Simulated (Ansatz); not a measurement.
F3Ga, singlet, at a GFN2-xTB geometry (such geometries of metal compounds can be far from the true shape). Base run: R2SCAN/6-311G** in Ansatz (a program for electronic structure).

Geometry (Å):
```xyz
4

Ga     0.0000     0.0000     0.0000
F     -1.4691    -0.9166     0.0515
F      0.0042     1.5920    -0.6832
F      1.4649    -0.6754     0.6317
```
All else is at Ansatz's defaults.
Base energy -2224.41464 Eh.

Each row names what was changed in the base input (with any setting that the change needs).

| change | ΔE vs base (µEh) |
|---|---|
| base | 0.0 |
| final_grid = 14, 28, 59 | -1.8 |
| lower_state_search = off | 0.0 |
| nuclear_model = gaussian | 7407 |
| accuracy = high | -1.8 |
| fitting.mean_field = def2-universal-JKFIT | -80.1 |
| fitting.mean_field = cc-pVTZ-JKFIT | -92.1 |
| point_charge = charge:1.0 position_ang:-4.121, 1.8718, 1.3816 | 589 |
| forces = on | 0.0 |
| final_grid = 10, 20, 41 | 44.5 |
| lower_state_search = light | 0.0 |
